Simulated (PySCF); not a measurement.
H10NSi3, charge +1. Atoms are numbered in the order given.

```xyz
14

Si    -0.0943     1.7930    -0.0738
N      0.0000     0.0000     0.4731
Si     1.5999    -0.8148    -0.0738
Si    -1.5056    -0.9781    -0.0738
H      1.2905     2.3064     0.0632
H     -0.5567     1.6960    -1.4795
H     -1.0724     2.4215     0.8442
H      0.0000     0.0000     1.5029
H      2.6333    -0.2820     0.8442
H      1.7471    -0.3659    -1.4795
H      1.3521    -2.2708     0.0632
H     -1.5609    -2.1394     0.8442
H     -2.6426    -0.0356     0.0632
H     -1.1905    -1.3301    -1.4795
```
Charge +1, spin multiplicity 1.

The structure is a stationary point at PBE0-D3(BJ)/def2-SVP. The isomer is the one that the SMILES or the coordinates give; other isomers of the formula were not compared.

The numbers are results of PySCF with SMD-PBE0/6-31G*, not measurements.

Solvation free energies are E(SMD) − E(gas) at the gas-phase geometry, for 1 M in both phases.

```csv
solvent,ΔG(solv) (kcal/mol),its non-electrostatic (CDS) part
water,-49.6,5.1
ethanol,-53.0,0.0
tetrahydrofuran,___,___
```

Q: Fill in the missing entries. (An estimate is asked for; the answer gives what the named calculation found.)

A: 
- tetrahydrofuran, ΔG(solv) (kcal/mol): -47.2
- tetrahydrofuran, its non-electrostatic (CDS) part: 0.5
